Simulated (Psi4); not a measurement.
Conformational energy of C5H3NSSe, SMILES N#Cc1ccc([SeH])s1. Scanned: dihedral S8–C6–Se7–H11; all other coordinates were relaxed at B3LYP-D3(BJ)/def2-SVP. Points at φ and −φ are mirror images.

Geometry of the scan point at 180° (Å):
```
11

N      3.5052     1.4871    -0.2553
C      2.4534     0.9968    -0.1777
C      1.1704     0.4063    -0.0849
C      0.8531    -0.9210     0.1326
C     -0.5447    -1.1608     0.1655
C     -1.2879    -0.0124    -0.0275
Se    -3.1805     0.1987    -0.0717
S     -0.2772     1.3799    -0.2520
H      1.6122    -1.6923     0.2632
H     -0.9884    -2.1436     0.3252
H     -3.4284    -1.2357     0.1636
```

Computed with DF-MP2 (frozen core)/cc-pVTZ // B3LYP-D3(BJ)/def2-SVP (Psi4 1.11).

Scanned values (°): -150, -120, -90, -60, -30, 0, 30, 60, 90, 120, 150, 180.

Problem. At which scan points does the profile have its minima and maxima, and how high do they lie?

Solution. Lower than their neighbours: -90° (0.0 kcal/mol), 90° (0.0 kcal/mol). Higher than their neighbours: 0° (1.5 kcal/mol), 180° (1.9 kcal/mol). The whole profile spans 1.9 kcal/mol.
